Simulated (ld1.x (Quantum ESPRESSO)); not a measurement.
**Reading a pseudo-wave (P)**

Columns: radius, all-electron u(r) and pseudo u(r) of the 3s shell (level -14.02 eV) of phosphorus in the configuration [Ne] 3s2 3p3; LDA (PZ), scalar-relativistic, PAW scheme, ld1.x (Quantum ESPRESSO) 7.5.

| r (bohr) | all-electron | pseudo |
| --- | --- | --- |
| 0.088 | 0.1528 | 0.0757 |
| 0.175 | -0.1168 | 0.1498 |
| 0.262 | -0.3176 | 0.2224 |
| 0.350 | -0.3810 | 0.2936 |
| 0.438 | -0.3342 | 0.3619 |
| 0.525 | -0.2219 | 0.4259 |
| 0.612 | -0.0778 | 0.4860 |
| 0.700 | 0.0770 | 0.5421 |
| 0.788 | 0.2259 | 0.5933 |
| 0.875 | 0.3590 | 0.6386 |
| 0.962 | 0.4739 | 0.6784 |
| 1.050 | 0.5704 | 0.7128 |
| 1.138 | 0.6472 | 0.7414 |
| 1.225 | 0.7050 | 0.7636 |
| 1.312 | 0.7463 | 0.7800 |
| 1.400 | 0.7735 | 0.7906 |
| 1.487 | 0.7878 | 0.7951 |
| 1.575 | 0.7917 | 0.7939 |
| 1.662 | 0.7865 | 0.7869 |
| 1.750 | 0.7741 | 0.7741 |
| 1.838 | 0.7559 | 0.7559 |
| 1.925 | 0.7335 | 0.7335 |
| 2.012 | 0.7078 | 0.7078 |
| 2.100 | 0.6793 | 0.6793 |
| 2.188 | 0.6492 | 0.6492 |
| 2.275 | 0.6185 | 0.6185 |

Q: How many radial nodes do the two functions have?

A: The all-electron 3s function has n − l − 1 = 2; the pseudo-wave has 0, since the states of the same l below it are removed with the core.

Q: At about which radius was the pseudo-wave matched?

A: 1.75 bohr. The columns agree to 0.0005 from 1.66 bohr on; several derivatives are matched, so the curves merge somewhat inside the radius.

Q: Is the pseudo-wave norm-conserving?

A: No, it belongs to a PAW set: the norm inside the radius is not constrained, and the difference is carried by the augmentation charge.
